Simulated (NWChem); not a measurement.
Species: C2H3Br; SMILES C=CBr

```xyz
6

C     -0.3288     2.1176     0.0000
C      0.5186     1.0969     0.0000
Br    -0.0397    -0.7315     0.0000
H     -1.4061     1.9885     0.0000
H      0.0588     3.1333     0.0000
H      1.5977     1.1950     0.0000
```
Atoms are numbered in this order, from 1.

Results from NWChem. Medium grid unless said otherwise, to which SCAN and Minnesota functionals are sensitive. Structure relaxed at the B3LYP/6-31G* (spherical d) level. Total energies of different functionals are on different scales.

| level | energy (Ha) | highest occupied level (eV) | orbital gap (eV) | dipole (D) |
|---|---|---|---|---|
| B3LYP/def2-SVP | -2651.8015 | -7.06 | 6.72 | 1.35 |
| PBE/def2-SVP | -2651.2784 | -6.16 | 4.98 | 1.28 |
| B3PW91/def2-SVP | -2651.7563 | -7.18 | 6.75 | 1.43 |
| LDA (Slater exchange, PW92)/def2-SVP | -2647.4679 | -6.29 | 4.91 | 1.30 |
| Hartree-Fock/def2-SVP | -2649.4939 | -9.93 | 13.75 | 1.74 |
| TPSS/def2-SVP | -2651.7027 | -6.24 | 5.23 | 1.40 |
| M06/def2-SVP | -2651.6082 | ___ | ___ | 1.37 |

### Question
Fill in the missing entries.

### Answer

- M06/def2-SVP, highest occupied level (eV): -7.42
- M06/def2-SVP, orbital gap (eV): 7.22
